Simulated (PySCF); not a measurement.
# Exercise with solution: refractive index and permittivity of the vapour

ZnF, SMILES [F][Zn] (connectivity only; charge and spin as stated), neutral, multiplicity 2.

Geometry: r2SCAN-D4/def2-TZVPD. The spin state was assumed, not searched.

ωB97X/def2-TZVPD (PySCF) gives a mean static polarisability of 32.7 bohr³ and a dipole moment of 3.10 D. Take an ideal gas at 298.15 K and 0.01 bar, whether or not the substance is that volatile.

**Question.** Work out n − 1 in the optical limit and the static ε − 1.

**Answer.** 
Polarisability volume α' = 32.7 × 0.148185 = 4.85 Å³. Number density N = p/kT = 2.43e-7 Å⁻³.
Dilute limit of Lorentz–Lorenz: n − 1 = 2π N α' = 7.4e-6.
Orientation term of Debye: μ²/(3kT) = 8.098 Å³ × μ²(D²) = 77.82 Å³.
ε − 1 = 4π N (α' + μ²/3kT) = 0.00025. Orientation of the dipole supplies 94 % of the static response; it can't follow optical fields. Vibrational polarisation and dispersion are left out.
